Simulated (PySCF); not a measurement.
Positional isomers: butadiene chloro+silyl. Isolated molecules, 0 K electronic values unless said otherwise. One relaxed conformer stands for each flexible species; it need not be the lowest. Strings in code marks are SMILES.

These are PySCF 2.14.0 with CAM-B3LYP-D3(BJ)/def2-TZVP values and carry that method's errors. All candidates: neutral, multiplicity 1. Excitations are Tamm–Dancoff values on a coarser integration grid. The basis has no diffuse functions, so Rydberg states are missing or too high.

| Property | Value |
|---|---|
| HOMO | -8.56 eV |
| T1 excitation (TDA) | 3.60 eV |
| brightest of the four lowest singlets (TDA) | 5.72 eV |

**Question.** Say which member has these values.
(A) `[SiH3]/C=C\C=C/Cl` (C–C–C–C torsion 180°)
(B) `C=C([SiH3])C(=C)Cl` (Si–C–C–Cl torsion 45°)
(C) `[SiH3]/C=C/C=C\Cl` (C–C–C–C torsion 180°)
(D) `C=C/C(Cl)=C/[SiH3]` (C–C–C–Cl torsion 0°)

**Answer.** B, `C=C([SiH3])C(=C)Cl` (Si–C–C–Cl torsion 45°). The others give `[SiH3]/C=C\C=C/Cl` (C–C–C–C torsion 180°): -8.17 eV, 2.97 eV, 5.51 eV; `C=C/C(Cl)=C/[SiH3]` (C–C–C–Cl torsion 0°): -8.40 eV, 3.13 eV, 5.79 eV; `[SiH3]/C=C/C=C\Cl` (C–C–C–C torsion 180°): -8.15 eV, 3.05 eV, 5.63 eV
